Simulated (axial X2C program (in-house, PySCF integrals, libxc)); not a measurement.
**Worked dissociation energy of NaTi: PBE0, without spin–orbit coupling**

All values were computed with an axial X2C code built on PySCF integrals. Spin-free means the one-electron spin-free X2C Hamiltonian. Basis: Ti dyall-cv3z [10s10p6d4f2g], Na dyall-cv3z [9s8p5d2f] (cores contracted in-house); Gaussian nuclei, density fitting, unrestricted open shells. Masses: Ti 47.948 u, Na 22.990 u.

Molecular state: M_S = 3/2, Λ = 2 (beyond evenly filled blocks: π+α, π-α, δ+α).

```
E(Ti) (2M_S = 2, M_L = 0) : -853.525551 hartree
E(Na) (2M_S = 1, M_L = 0) : -162.395984 hartree
E(NaTi) at Re             : -1015.943186 hartree
ωe                        : 152.1 cm⁻¹
ωexe                      : 0.843 cm⁻¹
```

Problem. Work out De and D0.

Solution. De = -853.525551 + (-162.395984) − (-1015.943186) = 0.02165 hartree = 0.589 eV. The zero-point energy is ωe/2 − ωexe/4 = 76 cm⁻¹ = 0.009 eV, so D0 = 0.580 eV.

The state is one determinant whose occupation by symmetry is held fixed; it was picked as the lowest of a PBE0 search that is not exhaustive. De is counted from the lowest determinant-based energies of the atoms at the same level, without counterpoise correction. Other states lie close and PBE0, whose exact exchange favours high spin, may order them wrongly; the determinant shown need not be the ground state. The nearest other spin-free determinant of the search, M_S = 3/2, Λ = 3, lies 0.07 eV up at the distance of the search. Without a current term, density functionals place determinants with orbital angular momentum somewhat too high. The atomic limit has a lower orbital projection than the molecule and lies lower at mean-field level, so De may be about a tenth of an eV too small. The determinant is spin-polarised beyond a pure state at some levels (its spin-free form has ⟨S²⟩ too high), which makes Re and μ there less reliable.

Each atomic determinant is the lowest at this level and need not be a pure term. Totals compare only within one Hamiltonian and basis.
